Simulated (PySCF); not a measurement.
C5H8S, SMILES C#C[C@H](C)SC. Atoms are numbered in the order given.

```xyz
14

C     -1.3630     2.1898     0.0367
C     -1.0663     1.0391    -0.2212
C     -0.7006    -0.3475    -0.4749
C     -1.3095    -1.3128     0.5457
S      1.1339    -0.5332    -0.6368
C      1.6822     0.0888     0.9725
H     -1.6309     3.2090     0.2440
H     -1.0453    -0.6238    -1.4880
H     -2.4080    -1.2306     0.5402
H     -1.0234    -2.3461     0.3021
H     -0.9617    -1.0796     1.5630
H      1.3044     1.1086     1.1457
H      2.7803     0.1205     0.9280
H      1.3846    -0.5713     1.8016
```
Charge 0, spin multiplicity 1.

Geometry: r2SCAN-D4/def2-SVP. The structure was generated by enumeration; whether it is a known compound was not checked. Other conformers were not sampled.

Two levels are set side by side: PBE/pcSseg-1 (PySCF) and PBE0/pcSseg-1 (PySCF). GIAO shifts against H2S (³³S), TMS (¹H), TMS (¹³C) at the same level; non-relativistic, no solvent, atoms listed together averaged. Differences are taken from unrounded values.

```tsv
quantity	PBE
δ(¹³C) of C1 (ppm)	77.6
δ(¹³C) of C2 (ppm)	87.8
δ(¹³C) of C3 (ppm)	40.3
δ(¹³C) of C4 (ppm)	25.8
δ(³³S) of S5 (ppm)	275.8
δ(¹³C) of C6 (ppm)	16.3
δ(¹H) of H7 (ppm)	2.48
δ(¹H) of H8 (ppm)	3.75
```

These are the PBE values. What does PBE0 give? (An estimate is asked for; the answer gives what the named calculation found.)


| quantity | PBE0 | PBE minus PBE0 |
|---|---|---|
| δ(¹³C) of C1 (ppm) | 80.9 | -3.2 |
| δ(¹³C) of C2 (ppm) | 88.6 | -0.8 |
| δ(¹³C) of C3 (ppm) | 36.6 | 3.6 |
| δ(¹³C) of C4 (ppm) | 25.4 | 0.4 |
| δ(³³S) of S5 (ppm) | 249.8 | 26.0 |
| δ(¹³C) of C6 (ppm) | 15.6 | 0.7 |
| δ(¹H) of H7 (ppm) | 2.63 | -0.14 |
| δ(¹H) of H8 (ppm) | 3.54 | 0.21 |

Rough cost on one machine, each run with all the roots and properties that it gave: PBE0 against PBE within a factor of 2.
